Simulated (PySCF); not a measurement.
C₃H₇NSSi.
Atom-mapped SMILES: `[CH2:1]=[N:2]/[CH:3]=[CH:4]\[S:5][SiH3:6]` (hydrogens: H7, H8 on C1; H9 on C3; H10 on C4; H11, H12, H13 on Si6)

Method: PBE0-D3(BJ)/def2-SVP geometry optimisation, gas phase in PySCF 2.14.0; density fitting, grid level 1; the optimiser is geomeTRIC in internal coordinates, started from a GFN2-xTB structure with every atom displaced at random (about 0.01 Å).

The end geometry, which sets the zero of energy:
```
atom  x, y, z in Å
C1     -1.5486   -1.1969    0.5397
N2     -0.7016   -0.3397    0.1333
C3     -1.0684    0.8186   -0.5153
C4     -0.1040    1.6714   -0.9202
S5      1.6071    1.4644   -0.7079
Si6     1.8482   -0.4269    0.3576
H7     -1.1908   -2.1001    1.0497
H8     -2.6369   -1.0738    0.4021
H9     -2.1297    1.0375   -0.6969
H10    -0.3764    2.5958   -1.4375
H11     3.3515   -0.3453    0.4156
H12     1.5534   -1.6696   -0.4081
H13     1.4022   -0.4521    1.7781
```

Task: These geometries come from the run, each turned onto the end geometry. Order them by energy, lowest first.
A.
```
atom  x, y, z in Å
C1     -1.3840   -1.2388    0.5713
N2     -0.6007   -0.3324    0.1357
C3     -1.0084    0.7976   -0.5124
C4     -0.0206    1.6839   -0.9259
S5      1.6129    1.4581   -0.7030
Si6     1.6018   -0.4644    0.3594
H7     -0.9928   -2.0800    1.0666
H8     -2.4645   -1.1238    0.4444
H9     -2.0470    0.9849   -0.6522
H10    -0.3379    2.5852   -1.4248
H11     3.0764   -0.5329    0.5004
H12     1.3813   -1.5259   -0.6096
H13     1.1894   -0.2281    1.7399
```
B.
```
atom  x, y, z in Å
C1     -1.5347   -1.2015    0.5249
N2     -0.6970   -0.3366    0.1145
C3     -1.0776    0.8282   -0.5146
C4     -0.1067    1.6729   -0.9197
S5      1.6039    1.4541   -0.7185
Si6     1.8361   -0.4298    0.3635
H7     -1.1683   -2.1098    1.0183
H8     -2.6251   -1.0771    0.4074
H9     -2.1396    1.0526   -0.6822
H10    -0.3756    2.6008   -1.4323
H11     3.3392   -0.3572    0.4063
H12     1.5378   -1.6914   -0.3674
H13     1.4132   -0.4219    1.7899
```
C.
```
atom  x, y, z in Å
C1     -1.4839   -1.2223    0.5476
N2     -0.6751   -0.3342    0.1256
C3     -1.0478    0.8155   -0.5212
C4     -0.0624    1.6758   -0.9188
S5      1.6132    1.4562   -0.7015
Si6     1.7238   -0.4704    0.3658
H7     -1.0897   -2.0943    1.0529
H8     -2.5690   -1.1036    0.4223
H9     -2.1026    1.0314   -0.6741
H10    -0.3693    2.5918   -1.4204
H11     3.2179   -0.4595    0.4631
H12     1.5162   -1.6214   -0.5236
H13     1.3346   -0.2816    1.7723
```
D.
```
atom  x, y, z in Å
C1     -1.4566   -1.2148    0.5060
N2     -0.6427   -0.3269    0.0904
C3     -1.0498    0.8407   -0.5119
C4     -0.1006    1.7017   -0.9232
S5      1.5969    1.4472   -0.7349
Si6     1.7249   -0.4524    0.3738
H7     -1.0564   -2.1270    0.9719
H8     -2.5514   -1.1069    0.4112
H9     -2.1202    1.0563   -0.6513
H10    -0.3932    2.6329   -1.4227
H11     3.2411   -0.4517    0.4082
H12     1.4359   -1.7300   -0.3440
H13     1.3781   -0.2858    1.8164
```
E.
```
atom  x, y, z in Å
C1     -1.6099   -1.1913    0.5569
N2     -0.7431   -0.3478    0.1638
C3     -1.0765    0.8073   -0.5109
C4     -0.0987    1.6496   -0.9136
S5      1.6215    1.4755   -0.7048
Si6     1.8957   -0.4236    0.3520
H7     -1.2787   -2.0961    1.0869
H8     -2.6925   -1.0614    0.3876
H9     -2.1328    1.0357   -0.7153
H10    -0.3735    2.5695   -1.4387
H11     3.4029   -0.3038    0.4275
H12     1.6493   -1.6436   -0.4744
H13     1.4424   -0.4866    1.7731
```

Result: B (0.003 eV), E (0.015 eV), D (0.043 eV), C (0.139 eV), A (0.432 eV).

In the order of the answer:

```
step  E above end (eV)  largest force (eV/Å)  rms force component (eV/Å)  rms distance from end (Å)  rms bond change (Å)  bond most changed (Å)
   8             0.003                  0.17                       0.043                      0.024                0.001         Si6–H13 -0.001
   5             0.015                  0.33                       0.089                      0.059                0.004         Si6–H11 +0.007
   3             0.043                  0.40                       0.131                      0.106                0.007          S5–Si6 +0.019
   1             0.139                  1.37                       0.387                      0.099                0.016           C4–S5 -0.033
   0             0.432                  3.04                       0.857                      0.197                0.033           C4–S5 -0.073
```

The cost below is that of the whole optimisation. Hardware: an Arm Neoverse N1 with one thread, shared host. Cost: 2.0 min of wall time, 0.51 GiB resident at most.
